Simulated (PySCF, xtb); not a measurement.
CdH4OSi, SMILES [OH][Cd][SiH3]. The values are those of a single conformer.

Harmonic wavenumbers (cm⁻¹) from xtb 6.7.1 with GFN2-xTB at its own minimum, in rising order: 38, 73, 283, 327, 332, 385, 397, 544, 773, 808, 814, 2094, 2097, 2137, 3647.

### Question
What does B3LYP-D3(BJ)/def2-TZVP (PySCF) give at its own minimum? (An estimate is asked for; the answer gives what the named calculation found.)

### Answer
12, 101, 106, 291, 469, 472, 559, 709, 870, 954, 954, 2208, 2219, 2221, 3831. Paired by order, the mean absolute difference is 114 cm⁻¹ and the zero-point energies are 21.1 and 22.8 kcal/mol.
